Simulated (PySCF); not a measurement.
## Relaxation of doublet MoH5

Method: UPBE0/[Mo def2-TZVP with ECP28, H def2-TZVP], scalar-relativistic core potentials, density fitting, no spin–orbit coupling, PySCF. A (50,194) grid was used.

A start displaced from a saddle point along its imaginary mode, with no symmetry imposed:

```xyz
6
charge 0 multiplicity 2, angstrom
Mo   -0.0021    0.0014    0.0166
H     0.0333   -0.0216    1.7254
H     1.3970   -0.0755   -0.8675
H     0.1166    1.4456   -0.8146
H    -1.4560   -0.0755   -0.8033
H     0.1166   -1.4074   -0.8562
```

Optimiser trace:
```tsv
step	E − E(last) (kJ/mol)	largest gradient (Eh/bohr)
0	13.03	0.00306
1	12.85	0.00175
2	10.96	0.00450
3	6.39	0.01108
4	3.26	0.01408
5	0.71	0.00344
6	0.36	0.00218
7	0.22	0.00111
8	0.09	0.00106
9	0.04	0.00090
10	0.01	0.00069
11	0.00	0.00028
12	0.00	0.00019
```

It ends at Cs with Mo–H 1.644 Å (×2), Mo–H 1.674 Å (×2), Mo–H 1.701 Å; H–Mo–H 57.0°, H–Mo–H 69.1° (×2), H–Mo–H 113.4° (×2), H–Mo–H 115.5°, H–Mo–H 116.8° (×4) (after a last refinement on a finer grid). A frequency run shows a minimum. Other isomers or separated fragments may lie lower.

Final geometry:
Coordinates in bohr (charge 0 multiplicity 2):
```
Mo   -0.0173    0.0175    0.0246
H     0.2910   -0.2931    3.2082
H     2.6143   -0.5353   -1.5296
H     1.1132    2.6793   -1.2590
H    -2.6914   -1.0848   -1.2578
H     0.5068   -2.6204   -1.5290
```

Other spin states or occupations of the open shell can lie lower.
